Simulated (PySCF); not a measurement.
Atomic charges by several schemes

Species: heptafluoropropyl methyl ether, C₄H₃F₇O.
Cartesian coordinates in Å at the GFN2-xTB level; atoms count from 1:
```xyz
15
C4H3F7O angstrom
C      2.3341   -0.2067    0.4787
O      1.0062    0.3182    0.2873
C      0.2530   -0.3249   -0.5934
F      0.8098   -0.3833   -1.8309
F      0.0481   -1.6318   -0.2638
C     -1.1270    0.3838   -0.7041
F     -1.8655   -0.1849   -1.6725
F     -0.9361    1.6694   -1.0508
C     -1.9322    0.3393    0.6240
F     -2.2323   -0.9106    0.9619
F     -1.2500    0.8809    1.6281
F     -3.0714    1.0108    0.4990
H      2.8975   -0.1569   -0.4540
H      2.7779    0.4398    1.2295
H      2.2834   -1.2350    0.8391
```

Density: PBE0/pcSseg-1 (PySCF); schemes: Mulliken, IAO, Hirshfeld and ESP-fitted. Isolated species at its GFN2-xTB geometry (one conformer only).

Question: Atoms with like bonding are taken together and averaged. Which atoms carry the lowest charge in the Mulliken, IAO, Hirshfeld and ESP-fitted schemes?

Answer: The schemes don't all agree: Mulliken O2 (-0.486); IAO O2 (-0.350); Hirshfeld O2 (-0.130); ESP-fitted C1 (-0.246).

Question: For which atoms does the sign change between the 4 schemes (beyond +0.03 e in one, beyond −0.03 e in another)?

Answer: For none.

Question: At which atom do the 4 schemes differ most?

Answer: At C9: from +0.238 (Hirshfeld) to +0.814 e (Mulliken), 0.576 e apart.

Question: What partial charge does each atom carry?

Answer: In e; atoms taken as equivalent share a row and are averaged (×n: the atom named and its like, n in all):

```json
{"atom": "C1", "environment": "methoxy carbon", "Mulliken": "-0.044", "IAO": "-0.222", "Hirshfeld": "-0.028", "ESP-fitted": "-0.246"}
{"atom": "O2", "environment": "ether oxygen", "Mulliken": "-0.486", "IAO": "-0.350", "Hirshfeld": "-0.130", "ESP-fitted": "-0.229"}
{"atom": "C3", "environment": "CF2 carbon", "Mulliken": "+0.747", "IAO": "+0.689", "Hirshfeld": "+0.218", "ESP-fitted": "+0.422"}
{"atom": "F4/F5", "environment": "fluorine of a CF2 group", "Mulliken": "-0.287", "IAO": "-0.297", "Hirshfeld": "-0.100", "ESP-fitted": "-0.165"}
{"atom": "C6", "environment": "CF2 carbon", "Mulliken": "+0.407", "IAO": "+0.507", "Hirshfeld": "+0.141", "ESP-fitted": "+0.091"}
{"atom": "F7/F8", "environment": "fluorine of a CF2 group", "Mulliken": "-0.265", "IAO": "-0.264", "Hirshfeld": "-0.081", "ESP-fitted": "-0.102"}
{"atom": "C9", "environment": "CF3 carbon", "Mulliken": "+0.814", "IAO": "+0.787", "Hirshfeld": "+0.238", "ESP-fitted": "+0.458"}
{"atom": "F10/F11/F12", "environment": "fluorine of a CF3 group", "Mulliken": "-0.247", "IAO": "-0.261", "Hirshfeld": "-0.083", "ESP-fitted": "-0.141"}
{"atom": "H13/H14/H15", "environment": "methyl hydrogen", "Mulliken": "+0.136", "IAO": "+0.165", "Hirshfeld": "+0.056", "ESP-fitted": "+0.154"}
```

Mean size of the charges over all atoms: IAO 0.330 e, Mulliken 0.317 e, ESP-fitted 0.191 e, Hirshfeld 0.102 e. Each set sums to the total charge, 0, to within 0.001 e. The IAO scheme counts the electrons in orthogonalised intrinsic atomic orbitals, a minimal basis polarised so that it spans the occupied orbitals exactly. The Hirshfeld scheme weights the molecular density at each point by an atom's share of the summed free-atom densities.

Some averages cover members that differ in this geometry: F4/F5, ESP-fitted -0.179 to -0.151 e.

Question: How many electrons does the Hirshfeld scheme count on F7?

Answer: Its own charge is -0.080 e, so Z − q = 9.080.

Question: How closely do the schemes follow one another over all atoms?

Answer: Correlation coefficient and root-mean-square difference: Mulliken with Hirshfeld 0.99, 0.264 e; IAO with Hirshfeld 0.99, 0.261 e; Mulliken with IAO 0.98, 0.067 e; IAO with ESP-fitted 0.95, 0.182 e; Hirshfeld with ESP-fitted 0.94, 0.115 e; Mulliken with ESP-fitted 0.93, 0.193 e.

Question: Sum the charges by element, for elements with more than one atom.

Answer: 
```json
{"element": "C", "atoms": "4", "Mulliken": "+1.925", "IAO": "+1.761", "Hirshfeld": "+0.569", "ESP-fitted": "+0.724"}
{"element": "F", "atoms": "7", "Mulliken": "-1.845", "IAO": "-1.905", "Hirshfeld": "-0.609", "ESP-fitted": "-0.958"}
{"element": "H", "atoms": "3", "Mulliken": "+0.407", "IAO": "+0.494", "Hirshfeld": "+0.169", "ESP-fitted": "+0.463"}
```
